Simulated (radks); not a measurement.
Values are calculated unless marked as measured or tabulated.
Question: Ionisation of the copper ion Cu+, [Ar] 3d10, to Cu2+, [Ar] 3d9, under several functionals. Non-relativistic Kohn-Sham, spin-polarised, spherical densities, point nucleus; open shells are filled with parallel spins first; a radial shooting solver on a logarithmic mesh with Libxc functionals. The NIST Atomic Spectra Database gives 20.292 eV (measured). Rank these functionals by the error of their Delta-SCF ionisation energy: exchange-only LDA; Wu-Cohen GGA; XLYP; revPBE; exchange-only r2SCAN; SOGGA; AM05; exchange-only B88; OLYP; B86b exchange with PBE correlation.

Answer: From best to worst: exchange-only B88 20.184 eV (-0.108); exchange-only LDA 20.040 eV (-0.252); exchange-only r2SCAN 20.023 eV (-0.269); SOGGA 21.068 eV (+0.775); revPBE 21.092 eV (+0.799); OLYP 21.164 eV (+0.872); AM05 21.207 eV (+0.914); Wu-Cohen GGA 21.229 eV (+0.936); B86b exchange with PBE correlation 21.254 eV (+0.962); XLYP 21.318 eV (+1.025). Open shells are spherical and high-spin; term and fine-structure splittings are not resolved.
